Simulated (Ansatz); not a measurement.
Two isomers of C3H5ClSi: A = `[SiH3]C1(Cl)C=C1`, B = `ClC1=CC[SiH2]1`.

Computed with Ansatz on PBE0-D4/def2-TZVP structures; ΔE is electronic, products minus reactants. CCSD(T)/CBS adds triple-zeta CCSD(T) − MP2 to the extrapolated MP2 energy (def2 sets, frozen cores). DFT in def2-TZVPP. B3LYP here is the variant with VWN-RPA as its local correlation; programs differ in this.

Question: Which isomer does CCSD(T)/CBS put lower? Give the gap. (An estimate is asked.)

Answer: The calculation gave: B, by 36.5 kcal/mol.

Question: Give E(B) − E(A) in kcal/mol with B3LYP, HF/def2-TZVPP, PBE-D4, B3LYP-D4, CCSD/def2-TZVPP, CCSD(T)/def2-TZVPP, PBE0-D4. (Best estimate.)

Answer: Computed: B3LYP -35.3, HF/def2-TZVPP -35.8, PBE-D4 -36.0, B3LYP-D4 -35.0, CCSD/def2-TZVPP -37.2, CCSD(T)/def2-TZVPP -37.1, PBE0-D4 -37.4. None reverses the order clearly.

Largest T1 diagnostic: 0.012.

In def2-TZVPP, CCSD(T) changes the Hartree–Fock value by −1.3 kcal/mol (the triples alone add +0.1 kcal/mol) and MP2 by −0.9 kcal/mol. From PBE to PBE0 (25 % exact exchange), in def2-TZVPP and without D4, E(B) − E(A) moves by −1.3 kcal/mol.
